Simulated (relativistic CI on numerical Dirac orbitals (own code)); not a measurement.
A ladder of approximations for the levels of Sc7+

Calculated with a relativistic CI code on KLI orbitals (one set per configuration, finite nucleus), adding one ingredient at a time: step 1, Dirac-Coulomb, each configuration alone; step 2, with Breit and QED terms; step 3, with configuration mixing; step 4, with scaled Slater integrals (0.9); step 5, with a P86 correlation estimate; step 6, tied to the ionisation limit. P86 is a density functional for the correlation energy, evaluated here for each configuration and added to its levels. Step 6 is semi-empirical: configurations made of the next ion and one excited electron move by -17918 cm⁻¹, so that their limit matches the tabulated ionisation energy, and those with a non-penetrating f or g electron also take the P86 value of the least penetrating other one.

Configuration list (outside the closed core [Ne]): 3s2 3p2, 3s 3p3, 3s2 3p 3d, 3s2 3p 4s, 3p4, 3s 3p2 3d, 3p3 3d, 3s 3p 3d2, 3s2 3p 4p, 3s2 3d 4p, 3p3 4s, 3s2 3p 4d, 3p3 4p, 3s2 3d2, 3s 3d3, 3p2 3d2, 3p 3d3, 3p 3d2 4s, 3p 3d2 4p, 3p 3d2 4d, 3s2 3d 4s, 3s 3d2 4s.

Computed minus measured energy above the ground level, in cm⁻¹, for 13 of the 23 excited levels that pair in every step (one J of a term; a digit in brackets numbers repeated terms):

```tsv
Configuration	Term	J	Measured	Step 1	Step 2	Step 3	Step 4	Step 5	Step 6
3s2 3p2	3P	1	2272	48	-35	-59	-9	-8	-8
3s2 3p2	1D	2	25027	3779	3598	2677	469	470	471
3s2 3p2	1S	0	54864	10484	10338	3722	-950	-930	-933
3s 3p3	3D°	1	179962	10348	10018	-123	2197	2929	800
3s 3p3	3P°	0	207691	7220	6889	1301	821	1555	-410
3s 3p3	3S°	1	272417	15601	15275	6861	-430	346	161
3s 3p3	1P°	1	281522	23609	23227	8571	623	1370	-607
3s2 3p 3d	3P°	1	322541	-8311	-8721	7047	2938	3637	-11664
3s2 3p 3d	3D°	1	329862	-11307	-11734	8836	3655	4355	-10828
3s2 3p 3d	1F°	3	363462	11760	11275	11723	3981	4675	-12619
3s2 3p 3d	1P°	1	372790	-4465	-4911	11893	2394	3102	-12198
3s2 3p 4s	3P°	0	603533	28	-118	11616	8558	13989	-3585
3s2 3p 4s	1P°	1	614090	2225	1904	12260	8682	14114	-3435
```

Mean absolute errors in cm⁻¹, over all paired levels and for the configurations:

| Configuration, levels | Step 1 | Step 2 | Step 3 | Step 4 | Step 5 | Step 6 |
| --- | --- | --- | --- | --- | --- | --- |
| all, 23 | 7645 | 7562 | 5974 | 3008 | 4385 | 4387 |
| 3s2 3p2, 4 | 3649 | 3511 | 1627 | 362 | 357 | 358 |
| 3s 3p3, 8 | 11530 | 11174 | 2457 | 1271 | 1904 | 570 |
| 3s2 3p 3d, 7 | 9457 | 9778 | 9163 | 3319 | 4019 | 11530 |
| 3s2 3p 4s, 4 | 700 | 513 | 11778 | 8586 | 14017 | 3548 |

Measured levels: Sugar and Corliss, J. Phys. Chem. Ref. Data 9, 473 (1980).

The mean absolute error is lowest at step 4 (3008 cm⁻¹), and the largest single drop is from step 3 to 4 (5974 to 3008). Terms of the ground configuration are off by 3649 at first, 1627 with mixing and 362 after scaling, which stands in for the correlation that narrows term splittings. The Breit and QED terms change the top of the ground term (measured 5508) from 5791 to 5582. Mixing lowers the ground level by 23459, with 3s 3p2 3d as its largest admixture; relative to it the configurations that move most are 3s2 3p 3d by +15719, 3s2 3p 4s by +11325, 3s 3p3 by -8802. Configurations whose own partners of that kind are not in the list rise by much of that lowering, so a short list can trade one imbalance for another. The P86 estimate moves 3s2 3p 4s by +5431, 3s 3p3 by +740, 3s2 3p 3d by +700, and takes the mean absolute error of the excited configurations from 3566 to 5233; it adds to levels that were already too high. Step 6 takes that error from 5233 to 5235; the error more than halves for 3s 3p3, 3s2 3p 4s; it grows for 3s2 3p 3d. The shift fits the limit, so it does little for low levels whose errors differ from those near the limit.
